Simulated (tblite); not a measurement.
A tight-binding relaxation on `C1[C@@H](F)[Se][C]1B` [radical].

Computed with GFN2-xTB geometry optimisation, gas phase (tblite 0.8.0). Start geometry: from a force field or distance geometry. The command runs a driver script over a list of jobs; the input below is this job's line of settings and its coordinates in Å.

Command:
```bash
OMP_NUM_THREADS=1 python probes_run.py task.json out
```

Input:
```
{"job": {"kind": "relax", "xc": "GFN2-xTB", "basis": "xTB"}, "charge": 0, "multiplicity": 2}
B      1.632500    -0.519900    -0.172700
C      0.653800     0.387700     0.714200
C     -0.424500     0.982600    -0.114400
C     -1.237700    -0.275600    -0.032500
F     -0.907800    -1.274000    -0.925900
Se    -0.631200    -0.592600     1.783700
H      1.662800    -1.682200    -0.031400
H      2.656800     0.006000    -0.479000
H     -0.949700     1.796800     0.421600
H     -0.135000     1.227700    -1.146300
H     -2.314600    -0.053700    -0.043300
```

Output:
```
step      E/eV     max force
  0    -489.31540    2.514
  1    -489.54589    1.821
  2    -489.76460    1.502
  3    -489.86021    0.942
  4    -489.93152    0.489
  5    -489.94988    0.451
  6    -489.98621    0.506
  7    -490.00572    0.568
  8    -490.04048    0.636
  9    -490.07290    0.604
... (58 lines left out)
 68    -490.84620    0.022
 69    -490.84629    0.032
 70    -490.84640    0.037
 71    -490.84650    0.034
 72    -490.84659    0.024
 73    -490.84668    0.021
 74    -490.84676    0.022
 75    -490.84681    0.014
 76    -490.84683    0.010
 77    -490.84684    0.009
```

«max force» is the largest atomic force in eV/Å.

Task: From which step on does the largest force stay under 0.1 eV/Å, and how much energy is left to gain from there?

Result: From step 63 (0.074 eV/Å), 1.3 meV above the end.

In short: energy lowered by 35.3 kcal/mol over 77 steps; largest atomic force 0.009 eV/Å at the end.

On an Arm Neoverse V2 with one thread, shared host with 96 logical CPUs at a one-minute load of 30, this took 0.29 s of wall time.
Labels such as C1 count atoms from 1, the log's own numbers from 0.
